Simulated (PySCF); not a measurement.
CH₃AlClFS, SMILES C[S][Al]([F])[Cl].

The structure is a stationary point at PBE0-D3(BJ)/def2-SVP. The structure was generated by enumeration; whether it is a known compound was not checked. One conformer was computed; it need not be the lowest.

These are PySCF 2.14.0 with PBE0-D3(BJ)/def2-SVP values and carry that method's errors.

Frequencies are harmonic and unscaled.

Q: Give all harmonic wavenumbers and intensities. (The exact figures need the calculation; the answer reports its results.)

A: 
```csv
mode,ν (cm⁻¹),IR (km/mol),Raman (Å⁴/amu),depolarisation,moving atoms (share of kinetic energy)
1,58,1.3,0.2,0.75,"H 37 %, C 27 %, S 21 %, Cl 9 %"
2,89,0.0,0.4,0.75,"H 78 %, C 9 %"
3,108,2.7,0.2,0.75,"C 23 %, Cl 22 %, F 19 %, Al 16 %, H 11 %, S 10 %"
4,177,14.5,2.7,0.61,"F 36 %, C 22 %, Cl 16 %, S 14 %"
5,223,49.0,1.7,0.75,"Al 70 %, F 17 %"
6,228,13.6,3.5,0.53,"F 30 %, Cl 23 %, S 20 %, C 12 %, Al 10 %"
7,433,4.7,12.4,0.08,"S 40 %, Cl 28 %, F 20 %, Al 11 %"
8,629,214.4,1.3,0.41,"Al 68 %, Cl 18 %, S 12 %"
9,716,13.4,12.3,0.34,"C 59 %, S 32 %, H 9 %"
10,885,101.6,0.6,0.16,"F 51 %, Al 48 %"
11,969,6.1,1.9,0.75,"H 84 %, C 14 %"
12,985,6.5,3.4,0.71,"H 82 %, C 15 %"
13,1338,8.9,2.9,0.74,"H 87 %, C 12 %"
14,1455,7.1,13.8,0.75,H 96 %
15,1457,8.3,16.6,0.73,H 96 %
16,3079,15.0,148.0,0.03,H 98 %
17,3197,0.6,99.9,0.75,"H 90 %, C 10 %"
18,3203,0.4,51.3,0.67,"H 90 %, C 10 %"
```
